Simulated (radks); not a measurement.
Question: Radial electron density D(r) = 4 pi r^2 rho(r) of an atom or ion with 46 electrons. Calculated with a radial shooting solver on a logarithmic mesh with Libxc functionals: Dirac Kohn-Sham, PBE, spin-unpolarised, spherical densities, point nucleus.

r (bohr),D(r) (e/bohr)
0.001967,4.711
0.002562,7.276
0.003336,11.04
0.004309,16.19
0.00561,23.34
0.007306,32.38
0.009513,42.77
0.01239,53.06
0.016,60.73
0.02083,63.79
0.02713,61.22
0.03533,56.21
0.046,55.70
0.05942,64.09
0.07737,76.69
0.1007,79.17
0.1312,66.35
0.1695,55.23
0.2207,60.19
0.2873,64.95
0.3741,47.45
0.4872,24.34
0.6293,19.33
0.8195,22.11
1.067,17.23
1.389,8.528
1.809,2.864
2.337,0.6833
3.043,0.09344
3.963,0.005973

What is the nuclear charge?

Answer: Z = 49. The innermost maximum, from 1s, lies near gamma/Z bohr with gamma = sqrt(1 - (Z/c)^2) = 0.934, here 0.0191 bohr (found: 0.0210), and its height grows with Z. The density is that of the indium ion In3+ in [Kr] 4d10; the configuration itself is not fixed sharply by these data, and Z only to a few units. D(r) has 4 maxima, at r = 0.0210, 0.0923, 0.272, 0.813 bohr, and minima at 0.0411, 0.178, 0.595 bohr, inside which lie 2.03, 11.19, 29.01 electrons.
